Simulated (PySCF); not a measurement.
C₂H₆MgS.

```xyz
10

Mg    -0.0352    -0.0038     0.2669
C      0.5737    -1.9450    -0.2640
C      0.8439    -2.1773    -1.7523
H     -0.1982    -2.6520     0.0929
H      1.4768    -2.1904     0.3251
H      1.6418    -1.5216    -2.1396
H     -0.0473    -1.9873    -2.3737
H      1.1597    -3.2137    -1.9692
S     -0.6995     2.1564     0.8037
H     -0.9235     1.8414     2.1003
```

The structure is a stationary point at PBE0-D3(BJ)/def2-SVP. The structure was generated by enumeration; whether it is a known compound was not checked. One conformer was computed; it need not be the lowest.

Method: PySCF with HF/pcSseg-1. Non-relativistic, no solvent.

Computed absolute GIAO shielding of each atom: isotropic value and principal components (ppm):
```json
[
 {"atom": "Mg1", "σ(iso)": "463.3", "σ11": "333.2", "σ22": "352.0", "σ33": "704.7", "span": "371.5"},
 {"atom": "C2", "σ(iso)": "197.9", "σ11": "184.3", "σ22": "197.7", "σ33": "211.7", "span": "27.3"},
 {"atom": "C3", "σ(iso)": "177.5", "σ11": "170.9", "σ22": "171.3", "σ33": "190.3", "span": "19.4"},
 {"atom": "H4", "σ(iso)": "32.0", "σ11": "27.3", "σ22": "30.0", "σ33": "38.7", "span": "11.4"},
 {"atom": "H5", "σ(iso)": "32.0", "σ11": "27.2", "σ22": "30.0", "σ33": "38.7", "span": "11.5"},
 {"atom": "H6", "σ(iso)": "30.7", "σ11": "25.9", "σ22": "29.1", "σ33": "37.0", "span": "11.0"},
 {"atom": "H7", "σ(iso)": "30.7", "σ11": "25.9", "σ22": "29.1", "σ33": "37.0", "span": "11.1"},
 {"atom": "H8", "σ(iso)": "30.0", "σ11": "24.6", "σ22": "27.5", "σ33": "38.0", "span": "13.4"},
 {"atom": "S9", "σ(iso)": "863.2", "σ11": "792.0", "σ22": "817.6", "σ33": "980.0", "span": "188.0"},
 {"atom": "H10", "σ(iso)": "32.8", "σ11": "25.1", "σ22": "27.7", "σ33": "45.6", "span": "20.5"}
]
```
